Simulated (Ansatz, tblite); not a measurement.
Cost and result up the ladder for the cluster HgBr2⁻ (3 atoms). Total charge -1; doublet. Geometry: r2SCAN-D4/def2-TZVPD.

Cartesian coordinates in Å:
```
Hg -0.350 0.420 0.386
Br 0.392 -1.821 1.761
Br -0.042 1.401 -2.147
```

Ansatz on 4 threads of Arm Neoverse V1 on a shared host; xTB runs through tblite on one thread. Times are rough, summed over both states, and most runs start from the orbitals of an earlier one. ωB97X-V/def2-TZVPD serves as the yardstick here, not as an exact answer. Differences are given only for rows in sets of like size (and for xTB, whose basis is part of the method), since another set adds its own error. The other state is a quartet at its own geometry.

In the def2 sets Hg takes a core potential; there is no spin–orbit coupling. The xTB rows come from tblite. Correlated methods freeze 18 core orbitals; core or outer-core shells of Hg, Br are correlated, in sets that lack core-valence functions. The rows differ in basis, and correlated rows in double-zeta sets carry the largest basis error. HOMO above LUMO, or a gap near zero within one spin, warns that the state may not be the lowest or that an electron is smeared out. The structure comes from a short search, and lower isomers may exist.

Correlated methods converge slowly with the basis, most of all in double-zeta sets.

xTB has no spin-polarisation term.

```csv
level,functions,quartet − doublet (eV),difference from ωB97X-V/def2-TZVPD (eV),remarks
CCSD(T)/def2-SVPD,117,5.85,–,HOMO above zero (quartet)
r2SCAN0-D4/def2-TZVPD,160,5.35,-0.39,HOMO above zero (quartet)
GFN1-xTB,22,6.30,0.56,–
r2SCAN-D4/def2-TZVPD (with forces),160,5.08,-0.66,"HOMO above zero (quartet), gap within one spin near zero (quartet)"
RPA@PBE/def2-TZVPD,160,4.68,-1.06,–
revPBE-D4/def2-TZVPD,160,4.88,-0.86,"HOMO above zero (quartet), gap within one spin near zero (quartet)"
GFN2-xTB,22,6.62,0.88,–
PBE0-D4/def2-TZVPD,160,5.30,-0.44,HOMO above zero (quartet)
B97M-V/def2-TZVPD,160,5.10,-0.64,"HOMO above zero (quartet), gap within one spin near zero (quartet)"
ωB97X-V/def2-TZVPD,160,5.74,0.00,HOMO above zero (quartet)
PBE-D4/def2-TZVPD,160,4.92,-0.81,"HOMO above zero (quartet), gap within one spin near zero (quartet)"
CAM-B3LYP-D4/def2-TZVPD,160,5.51,-0.23,HOMO above zero (quartet)
MP2/def2-TZVPD,160,5.74,0.00,–
```

Question: Estimate how long each takes.

Answer: GFN1-xTB 0.004 s; GFN2-xTB 0.005 s; PBE-D4/def2-TZVPD 13 s; revPBE-D4/def2-TZVPD 13 s; MP2/def2-TZVPD 16 s; PBE0-D4/def2-TZVPD 19 s; RPA@PBE/def2-TZVPD 21 s; CAM-B3LYP-D4/def2-TZVPD 26 s; r2SCAN-D4/def2-TZVPD (with forces) 36 s; r2SCAN0-D4/def2-TZVPD 44 s; ωB97X-V/def2-TZVPD 45 s; CCSD(T)/def2-SVPD 58 s; B97M-V/def2-TZVPD 68 s. On shared hardware such times vary by a factor of up to 3.
